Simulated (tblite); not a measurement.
Species: C₄H₉ClOSi.
Structure used (GFN2-xTB), in Å, numbered top down from 1:
```
atom  x, y, z in Å
C1    -1.5858   -0.7563   -0.6855
C2    -0.6467    0.4488   -0.7505
C3     0.0344    0.6595    0.5695
C4    -0.4579    1.4181    1.5492
Cl5   -1.9378    2.2775    1.4030
O6     1.1907    0.0142    0.8136
Si7    2.2569   -0.8442   -0.0658
H8    -2.3650   -0.5828    0.0527
H9    -2.0547   -0.9222   -1.6522
H10   -1.0380   -1.6530   -0.4049
H11   -1.2177    1.3424   -1.0056
H12    0.1134    0.2857   -1.5166
H13    0.0411    1.5378    2.4964
H14    3.1733   -1.2136    0.9984
H15    1.6212   -1.9958   -0.7103
H16    2.8649   -0.0071   -1.1027
```

Level: GFN2-xTB in tblite, geometry and Hessian alike; calculated harmonic values, unscaled, isolated species. This tight-binding method is rough: wavenumbers can miss measured ones by several per cent, in bad cases by 10 to 20. Modes of hydrogen on silicon can be 10 to 20 % off. One conformer, not necessarily the lowest.

Harmonic wavenumbers (cm⁻¹): 37.2, 71.0, 116.1, 127.2, 192.8, 224.2, 236.6, 259.4, 330.5, 467.3, 587.9, 603.0, 635.6, 734.8, 752.4, 762.2, 787.9, 806.7, 828.6, 833.5, 946.2, 1050.5, 1083.3, 1086.3, 1184.3, 1231.8, 1285.5, 1324.3, 1407.3, 1463.3, 1494.4, 1499.2, 1670.1, 2227.1, 2256.2, 2360.5, 2983.7, 2995.3, 3038.4, 3040.0, 3046.9, 3100.4.

A = 3309, B = 913.9, C = 755.6 MHz; mass 136.011 u (most abundant isotopes); point group C1, symmetry number 1.

Question: Zero-point energy?

Answer: ½Σν̃ = 25585 cm⁻¹ = 73.15 kcal/mol.

Question: Give the ideal-gas entropy at 400 K and 1 bar in the rigid-rotor, harmonic-oscillator model (classical rotation).

Answer: Translation 42.12, rotation 30.21, vibration 38.11: S = 110.4 cal/(mol K).

Question: And Cp and H(400 K) − H(0)?

Answer: Cp = 44.22 cal/(mol K), of which vibrations give 36.27 (their classical limit is 42 R = 83.5); H(400 K) − H(0) = 10.87 kcal/mol without the zero-point energy, 7.69 from vibrations.

Question: How do the functions run with temperature in this model?

Answer: 
```
 T (K)  S (cal/(mol K))  Cp (cal/(mol K))  H − H(0) (kcal/mol)  G − H(0) (kcal/mol)  ln q(vib)
   150             78.8              23.2                 2.38                -9.45       3.22
   250             92.7              31.9                 5.13               -18.04       5.80
298.15             98.7              36.1                 6.77               -22.65       7.01
   600            130.8              56.4                21.01               -57.49      14.20
   900            156.1              68.1                39.82              -100.67      20.65
```

q(vib) and H(0) count from the zero-point level.

Question: What must be added to the electronic energy to get the Gibbs energy at 400 K and 1 bar?

Answer: ZPE + [H(400 K) − H(0)] − T·S = 73.15 + 10.87 − 44.18 = 39.84 kcal/mol.

Hindered rotation and anharmonicity are outside this model. Other conformers, if any are populated, would add a mixing term that is left out. The structure is chiral; the term R ln 2 for an equal mix with its mirror image is left out.
